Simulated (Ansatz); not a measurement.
Ansatz (a quantum-chemistry and plane-wave program) input (HF/STO-3G):

Ansatz 0.2 input:
```yaml
crystal:
  periodic: [false, false, false]
  atoms:
    - {symbol: O, position_ang: [-0.55277600, -1.60874600, -0.55111700]}
    - {symbol: Si, position_ang: [-0.34115300, -0.13499500, 0.13456900]}
    - {symbol: O, position_ang: [-1.62256900, 0.82745900, -0.22466600]}
    - {symbol: O, position_ang: [-0.33253200, -0.18062200, 1.78717500]}
    - {symbol: Si, position_ang: [1.64020700, 0.65081100, -0.80370800]}
    - {symbol: H, position_ang: [-1.40426600, -2.04341700, -0.44067800]}
    - {symbol: H, position_ang: [-1.92868900, 1.41697700, 0.47008300]}
    - {symbol: H, position_ang: [0.38836800, -0.64258700, 2.22301300]}
    - {symbol: H, position_ang: [2.80055100, -0.26427500, -0.64625600]}
    - {symbol: H, position_ang: [2.02029300, 2.00715200, -0.32934000]}
basis:
  gaussian:
    orbitals: STO-3G
hamiltonian:
  xc: {name: HF}
magnetization: {spin_polarized: true, initial_magnetization: 1}
relax: {f_tol: 0.003, max_steps: 120}
```

Output:

```
Functional definition: HF
integrals: 0.00 GiB planned
521 factors; integrals over basis functions are off by at most 1.4e-5 eV
mean field: 0.14 GiB planned
mean field evaluation 1: about -21646.6313 eV, gradient 2.3e1 eV
mean field evaluation 2: about -21646.7222 eV, gradient 2.3e1 eV
mean field evaluation 4: about -21650.5033 eV, gradient 1.3e0 eV
mean field evaluation 8: about -21650.5399 eV, gradient 1.5e-4 eV
mean field -21650.53769543 eV, -795.6425850454 hartree, gradient 4.5e-5 eV, S^2 0.754481; 0 other end points of the search recorded, 0 dependent functions left out
the calculation of the forces begins
reference -21650.53769543 eV, -795.6425850454 hartree; 29, 28 occupied and 9, 10 virtual orbitals, 521 factors
relax step   1: F+E_penalty+E_count = -21650.53769543 eV  Δ(F+E_penalty+E_count) = +0.000e0 eV  max|allowed force component| = 2.203e0 eV/Å  Δτ_max = 0.0000 Å  (32 SCF iters, accepted)
these checks for a lower state are left out or cut short: starts, cluster_reference, orbital_swaps, neighbouring_geometries, increment
integrals: 0.00 GiB planned
521 factors; integrals over basis functions are off by at most 1.5e-5 eV
mean field: 0.14 GiB planned
mean field evaluation 16: about -21650.7892 eV, gradient 1.5e-4 eV
mean field -21650.78915519 eV, -795.6518260212 hartree, gradient 1.7e-5 eV, S^2 0.753062; 0 other end points of the search recorded, 0 dependent functions left out
the calculation of the forces begins
reference -21650.78915519 eV, -795.6518260212 hartree; 29, 28 occupied and 9, 10 virtual orbitals, 521 factors
relax step   2: F+E_penalty+E_count = -21650.78915519 eV  Δ(F+E_penalty+E_count) = -2.515e-1 eV  max|allowed force component| = 1.087e0 eV/Å  Δτ_max = 0.1952 Å  (33 SCF iters, accepted)
these checks for a lower state are left out or cut short: starts, cluster_reference, orbital_swaps, neighbouring_geometries, increment
integrals: 0.00 GiB planned
521 factors; integrals over basis functions are off by at most 1.5e-5 eV
mean field: 0.14 GiB planned
mean field -21650.89550897 eV, -795.6557344505 hartree, gradient 1.7e-5 eV, S^2 0.753443; 0 other end points of the search recorded, 0 dependent functions left out
the calculation of the forces begins
reference -21650.89550897 eV, -795.6557344505 hartree; 29, 28 occupied and 9, 10 virtual orbitals, 521 factors
relax step   3: F+E_penalty+E_count = -21650.89550897 eV  Δ(F+E_penalty+E_count) = -1.064e-1 eV  max|allowed force component| = 6.824e-1 eV/Å  Δτ_max = 0.0691 Å  (34 SCF iters, accepted)
these checks for a lower state are left out or cut short: starts, cluster_reference, orbital_swaps, neighbouring_geometries, increment
integrals: 0.00 GiB planned
521 factors; integrals over basis functions are off by at most 1.7e-5 eV
mean field: 0.14 GiB planned
mean field evaluation 32: about -21650.8909 eV, gradient 1.7e-4 eV
mean field -21650.89086845 eV, -795.6555639148 hartree, gradient 2.0e-5 eV, S^2 0.753451; 0 other end points of the search recorded, 0 dependent functions left out
the calculation of the forces begins
reference -21650.89086845 eV, -795.6555639148 hartree; 29, 28 occupied and 9, 10 virtual orbitals, 521 factors
relax step   4: F+E_penalty+E_count = -21650.89086845 eV  Δ(F+E_penalty+E_count) = +4.641e-3 eV  max|allowed force component| = 1.123e0 eV/Å  Δτ_max = 0.1564 Å  (29 SCF iters, rejected (line search))
these checks for a lower state are left out or cut short: starts, cluster_reference, orbital_swaps, neighbouring_geometries, increment
integrals: 0.00 GiB planned
521 factors; integrals over basis functions are off by at most 1.6e-5 eV
mean field: 0.14 GiB planned
mean field -21650.95083851 eV, -795.6577677737 hartree, gradient 2.0e-5 eV, S^2 0.753541; 0 other end points of the search recorded, 0 dependent functions left out
the calculation of the forces begins
reference -21650.95083851 eV, -795.6577677737 hartree; 29, 28 occupied and 9, 10 virtual orbitals, 521 factors
relax step   5: F+E_penalty+E_count = -21650.95083851 eV  Δ(F+E_penalty+E_count) = -5.533e-2 eV  max|allowed force component| = 1.978e-1 eV/Å  Δτ_max = 0.0759 Å  (33 SCF iters, accepted)
these checks for a lower state are left out or cut short: starts, cluster_reference, orbital_swaps, neighbouring_geometries, increment
integrals: 0.00 GiB planned
521 factors; integrals over basis functions are off by at most 1.7e-5 eV
mean field: 0.14 GiB planned
mean field -21650.95885310 eV, -795.6580623043 hartree, gradient 2.0e-5 eV, S^2 0.753587; 0 other end points of the search recorded, 0 dependent functions left out
the calculation of the forces begins
reference -21650.95885310 eV, -795.6580623043 hartree; 29, 28 occupied and 9, 10 virtual orbitals, 521 factors
relax step   6: F+E_penalty+E_count = -21650.95885310 eV  Δ(F+E_penalty+E_count) = -8.015e-3 eV  max|allowed force component| = 2.526e-1 eV/Å  Δτ_max = 0.1000 Å  (31 SCF iters, accepted)
these checks for a lower state are left out or cut short: starts, cluster_reference, orbital_swaps, neighbouring_geometries, increment
integrals: 0.00 GiB planned
521 factors; integrals over basis functions are off by at most 1.7e-5 eV
mean field: 0.14 GiB planned
mean field -21650.96181172 eV, -795.6581710316 hartree, gradient 1.7e-5 eV, S^2 0.753520; 0 other end points of the search recorded, 0 dependent functions left out
the calculation of the forces begins
[...]
integrals: 0.00 GiB planned
521 factors; integrals over basis functions are off by at most 2.8e-5 eV
mean field: 0.14 GiB planned
mean field -21650.97026461 eV, -795.6584816697 hartree, gradient 1.9e-5 eV, S^2 0.753435; 0 other end points of the search recorded, 0 dependent functions left out
the calculation of the forces begins
reference -21650.97026461 eV, -795.6584816697 hartree; 29, 28 occupied and 9, 10 virtual orbitals, 521 factors
relax step  11: F+E_penalty+E_count = -21650.97026461 eV  Δ(F+E_penalty+E_count) = -3.724e-5 eV  max|allowed force component| = 3.571e-3 eV/Å  Δτ_max = 0.0087 Å  (27 SCF iters, accepted)
these checks for a lower state are left out or cut short: starts, cluster_reference, orbital_swaps, neighbouring_geometries, increment
integrals: 0.00 GiB planned
521 factors; integrals over basis functions are off by at most 2.8e-5 eV
mean field: 0.14 GiB planned
mean field -21650.97027586 eV, -795.6584820831 hartree, gradient 1.9e-5 eV, S^2 0.753438; 0 other end points of the search recorded, 0 dependent functions left out
the calculation of the forces begins
reference -21650.97027586 eV, -795.6584820831 hartree; 29, 28 occupied and 9, 10 virtual orbitals, 521 factors
relax step  12: F+E_penalty+E_count = -21650.97027586 eV  Δ(F+E_penalty+E_count) = -1.125e-5 eV  max|allowed force component| = 1.453e-2 eV/Å  Δτ_max = 0.0120 Å  (27 SCF iters, accepted)
these checks for a lower state are left out or cut short: starts, cluster_reference, orbital_swaps, neighbouring_geometries, increment
integrals: 0.00 GiB planned
521 factors; integrals over basis functions are off by at most 2.9e-5 eV
mean field: 0.14 GiB planned
mean field evaluation 96: about -21650.8467 eV, gradient 2.1e-3 eV
mean field -21650.97020272 eV, -795.6584793951 hartree, gradient 1.9e-5 eV, S^2 0.753423; 0 other end points of the search recorded, 0 dependent functions left out
the calculation of the forces begins
reference -21650.97020272 eV, -795.6584793951 hartree; 29, 28 occupied and 9, 10 virtual orbitals, 521 factors
relax step  13: F+E_penalty+E_count = -21650.97020272 eV  Δ(F+E_penalty+E_count) = +7.314e-5 eV  max|allowed force component| = 6.282e-2 eV/Å  Δτ_max = 0.0175 Å  (27 SCF iters, rejected (line search))
these checks for a lower state are left out or cut short: starts, cluster_reference, orbital_swaps, neighbouring_geometries, increment
integrals: 0.00 GiB planned
521 factors; integrals over basis functions are off by at most 2.8e-5 eV
mean field: 0.14 GiB planned
mean field -21650.97028799 eV, -795.6584825288 hartree, gradient 2.0e-5 eV, S^2 0.753427; 0 other end points of the search recorded, 0 dependent functions left out
the calculation of the forces begins
reference -21650.97028799 eV, -795.6584825288 hartree; 29, 28 occupied and 9, 10 virtual orbitals, 521 factors
relax step  14: F+E_penalty+E_count = -21650.97028799 eV  Δ(F+E_penalty+E_count) = -1.213e-5 eV  max|allowed force component| = 6.596e-3 eV/Å  Δτ_max = 0.0079 Å  (27 SCF iters, accepted)
these checks for a lower state are left out or cut short: starts, cluster_reference, orbital_swaps, neighbouring_geometries, increment
integrals: 0.00 GiB planned
521 factors; integrals over basis functions are off by at most 2.8e-5 eV
mean field: 0.14 GiB planned
mean field -21650.97029294 eV, -795.6584827108 hartree, gradient 2.0e-5 eV, S^2 0.753431; 0 other end points of the search recorded, 0 dependent functions left out
the calculation of the forces begins
reference -21650.97029294 eV, -795.6584827108 hartree; 29, 28 occupied and 9, 10 virtual orbitals, 521 factors
relax step  15: F+E_penalty+E_count = -21650.97029294 eV  Δ(F+E_penalty+E_count) = -4.952e-6 eV  max|allowed force component| = 1.363e-2 eV/Å  Δτ_max = 0.0031 Å  (27 SCF iters, accepted)
these checks for a lower state are left out or cut short: starts, cluster_reference, orbital_swaps, neighbouring_geometries, increment
integrals: 0.00 GiB planned
521 factors; integrals over basis functions are off by at most 2.8e-5 eV
mean field: 0.14 GiB planned
mean field -21650.97029855 eV, -795.6584829169 hartree, gradient 2.0e-5 eV, S^2 0.753428; 0 other end points of the search recorded, 0 dependent functions left out
the calculation of the forces begins
reference -21650.97029855 eV, -795.6584829169 hartree; 29, 28 occupied and 9, 10 virtual orbitals, 521 factors
relax step  16: F+E_penalty+E_count = -21650.97029855 eV  Δ(F+E_penalty+E_count) = -5.608e-6 eV  max|allowed force component| = 4.777e-3 eV/Å  Δτ_max = 0.0021 Å  (28 SCF iters, accepted)
these checks for a lower state are left out or cut short: starts, cluster_reference, orbital_swaps, neighbouring_geometries, increment
integrals: 0.00 GiB planned
521 factors; integrals over basis functions are off by at most 2.8e-5 eV
mean field: 0.14 GiB planned
mean field evaluation 128: about -21650.9703 eV, gradient 2.0e-5 eV
mean field -21650.97030198 eV, -795.6584830431 hartree, gradient 2.0e-5 eV, S^2 0.753431; 0 other end points of the search recorded, 0 dependent functions left out
the calculation of the forces begins
reference -21650.97030198 eV, -795.6584830431 hartree; 29, 28 occupied and 9, 10 virtual orbitals, 521 factors
relax step  17: F+E_penalty+E_count = -21650.97030198 eV  Δ(F+E_penalty+E_count) = -3.433e-6 eV  max|allowed force component| = 3.438e-3 eV/Å  Δτ_max = 0.0036 Å  (28 SCF iters, accepted)
these checks for a lower state are left out or cut short: starts, cluster_reference, orbital_swaps, neighbouring_geometries, increment
integrals: 0.00 GiB planned
521 factors; integrals over basis functions are off by at most 2.8e-5 eV
mean field: 0.14 GiB planned
mean field -21650.97030435 eV, -795.6584831301 hartree, gradient 2.0e-5 eV, S^2 0.753430; 0 other end points of the search recorded, 0 dependent functions left out
the calculation of the forces begins
reference -21650.97030435 eV, -795.6584831301 hartree; 29, 28 occupied and 9, 10 virtual orbitals, 521 factors
relax step  18: F+E_penalty+E_count = -21650.97030435 eV  Δ(F+E_penalty+E_count) = -2.368e-6 eV  max|allowed force component| = 4.027e-3 eV/Å  Δτ_max = 0.0031 Å  (28 SCF iters, accepted)
these checks for a lower state are left out or cut short: starts, cluster_reference, orbital_swaps, neighbouring_geometries, increment
integrals: 0.00 GiB planned
521 factors; integrals over basis functions are off by at most 2.8e-5 eV
mean field: 0.14 GiB planned
mean field -21650.97030623 eV, -795.6584831992 hartree, gradient 2.0e-5 eV, S^2 0.753429; 0 other end points of the search recorded, 0 dependent functions left out
the calculation of the forces begins
reference -21650.97030623 eV, -795.6584831992 hartree; 29, 28 occupied and 9, 10 virtual orbitals, 521 factors
relax step  19: F+E_penalty+E_count = -21650.97030623 eV  Δ(F+E_penalty+E_count) = -1.880e-6 eV  max|allowed force component| = 3.402e-3 eV/Å  Δτ_max = 0.0044 Å  (28 SCF iters, accepted)
these checks for a lower state are left out or cut short: starts, cluster_reference, orbital_swaps, neighbouring_geometries, increment
integrals: 0.00 GiB planned
521 factors; integrals over basis functions are off by at most 2.8e-5 eV
mean field: 0.14 GiB planned
mean field -21650.97030695 eV, -795.6584832257 hartree, gradient 2.0e-5 eV, S^2 0.753429; 0 other end points of the search recorded, 0 dependent functions left out
the calculation of the forces begins
reference -21650.97030695 eV, -795.6584832257 hartree; 29, 28 occupied and 9, 10 virtual orbitals, 521 factors
relax step  20: F+E_penalty+E_count = -21650.97030695 eV  Δ(F+E_penalty+E_count) = -7.219e-7 eV  max|allowed force component| = 1.441e-3 eV/Å  Δτ_max = 0.0017 Å  (27 SCF iters, accepted)
integrals: 0.00 GiB planned
521 factors; integrals over basis functions are off by at most 2.8e-5 eV
mean field: 0.14 GiB planned
mean field evaluation 160: about -21650.7376 eV, gradient 5.2e0 eV
mean field -21650.97030695 eV, -795.6584832257 hartree, gradient 2.0e-5 eV, S^2 0.753429; 1 other end points of the search recorded, 0 dependent functions left out
the calculation of the forces begins
reference -21650.97030695 eV, -795.6584832257 hartree; 29, 28 occupied and 9, 10 virtual orbitals, 521 factors
Total energy: -21650.97030695 eV, -795.6584832257 hartree
Atom 0 at    -0.584208    -1.569464    -0.525521 Å, force    -0.000150    -0.000463    -0.000089 eV/Å
Atom 1 at    -0.234014    -0.045363     0.067128 Å, force    -0.001333     0.000891    -0.000228 eV/Å
Atom 2 at    -1.499605     0.991684    -0.281528 Å, force     0.001441    -0.001058    -0.000546 eV/Å
Atom 3 at    -0.286595    -0.131787     1.741938 Å, force    -0.000478     0.000306     0.000631 eV/Å
Atom 4 at     1.694738     0.644569    -0.862105 Å, force     0.000163     0.000086    -0.000262 eV/Å
Atom 5 at    -1.485209    -1.829755    -0.226397 Å, force     0.000377    -0.000073     0.000009 eV/Å
Atom 6 at    -2.104240     1.002206     0.494856 Å, force    -0.000331     0.000388     0.000915 eV/Å
Atom 7 at     0.390080    -0.771433     2.058737 Å, force     0.000071    -0.000201    -0.000544 eV/Å
Atom 8 at     2.757700    -0.215929    -0.453632 Å, force     0.000149    -0.000286     0.000044 eV/Å
Atom 9 at     2.018787     1.953029    -0.394400 Å, force     0.000091     0.000410     0.000070 eV/Å
Dipole moment:     0.143354    -0.090871     0.055813 e Å
```

The geometry given is a B3LYP-D3(BJ)/def2-TZVP minimum.
